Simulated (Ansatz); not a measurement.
# A relaxation, step by step

AlNH4Cl2O, closed shell, PBE0-D4/def2-TZVP (Ansatz 0.2.0). Settings:

```yaml
hamiltonian: {xc: pbe0, dispersion: d4}
relax: {f_tol: 0.005, max_steps: 200}
```

Start, a step off a saddle point along its unstable mode:

Al1  (-0.526, -0.686, 0.205)
O2  (-1.059, 0.989, -0.148)
Cl3  (-0.815, -1.958, -1.447)
Cl4  (-0.944, -1.400, 2.135)
H5  (0.326, 0.989, -0.148)
N6  (1.135, 0.310, 0.078)
H7  (-1.579, 1.207, -0.919)
H8  (1.685, 0.477, 0.915)
H9  (1.777, 0.072, -0.671)
(Å)

| step | energy less the last (meV) | largest force component (eV/Å) |
| --- | --- | --- |
| 1 | 846.4 | 1.518 |
| 2 | 653.9 | 1.541 |
| 3 | 427.9 | 1.778 |
| 4 | 262.1 | 3.465 |
| 5 | 78.6 | 1.208 |
| 6 | 33.1 | 0.656 |
| 7 | 8.7 | 0.121 |
| 8 | 1.1 | 0.089 |
| 9 (rejected trial) | 4.4 | 0.537 |
| 10 | 0.3 | 0.019 |
| 11 | 0.1 | 0.007 |
| 12 | 0.0 | 0.033 |
| 13 | 0.0 | 0.010 |
| 14 | 0.0 | 0.000 |

Step 3, positions (Å) and forces (eV/Å):

```tsv
atom	x	y	z	Fx	Fy	Fz
Al1	-0.594	-0.620	0.159	-0.094	0.406	-0.171
O2	-1.153	1.021	-0.197	-0.682	-0.421	-0.404
Cl3	-0.733	-1.990	-1.449	0.002	0.034	0.053
Cl4	-0.921	-1.366	2.097	-0.012	-0.015	0.035
H5	0.553	1.112	-0.203	1.778	-1.547	0.617
N6	1.188	0.236	0.101	-1.455	1.648	-0.541
H7	-1.862	1.195	-0.832	0.339	-0.078	0.449
H8	1.689	0.423	0.957	0.031	0.030	0.098
H9	1.834	-0.010	-0.633	0.092	-0.058	-0.137
```

Step 10, positions (Å) and forces (eV/Å):

```
atom       x       y       z      Fx      Fy      Fz
 Al1  -0.647  -0.467   0.043  -0.006   0.007  -0.004
  O2  -1.405   1.004  -0.372   0.000  -0.008  -0.002
 Cl3  -0.518  -1.984  -1.437   0.003  -0.003  -0.002
 Cl4  -0.876  -1.207   2.020  -0.002   0.001   0.002
  H5   1.139   1.256  -0.186  -0.001  -0.005   0.001
  N6   1.205   0.276   0.079   0.019   0.008   0.003
  H7  -2.332   1.102  -0.572   0.010  -0.001   0.008
  H8   1.618   0.217   1.004  -0.011  -0.001  -0.008
  H9   1.817  -0.198  -0.579  -0.013   0.002   0.002
```

Step 11, positions (Å) and forces (eV/Å):

```
atom       x       y       z      Fx      Fy      Fz
 Al1  -0.647  -0.469   0.039  -0.001   0.000   0.000
  O2  -1.401   1.000  -0.385   0.004   0.001   0.000
 Cl3  -0.502  -1.990  -1.437   0.000   0.001   0.005
 Cl4  -0.890  -1.202   2.017   0.000   0.000  -0.005
  H5   1.139   1.255  -0.190  -0.001   0.001   0.001
  N6   1.204   0.277   0.077  -0.001  -0.002  -0.007
  H7  -2.335   1.110  -0.545  -0.002  -0.001   0.002
  H8   1.618   0.218   1.003  -0.002  -0.001   0.003
  H9   1.814  -0.200  -0.580   0.003   0.002   0.001
```

Last step (14):

Al1  (-0.646, -0.469, 0.034)
O2  (-1.399, 0.999, -0.394)
Cl3  (-0.496, -1.997, -1.434)
Cl4  (-0.897, -1.197, 2.014)
H5  (1.138, 1.256, -0.187)
N6  (1.205, 0.276, 0.075)
H7  (-2.337, 1.113, -0.528)
H8  (1.615, 0.214, 1.002)
H9  (1.817, -0.196, -0.582)
(Å)

Hardware: 4 CPU threads of an Intel Xeon, shared host. Wall time about 96 s.
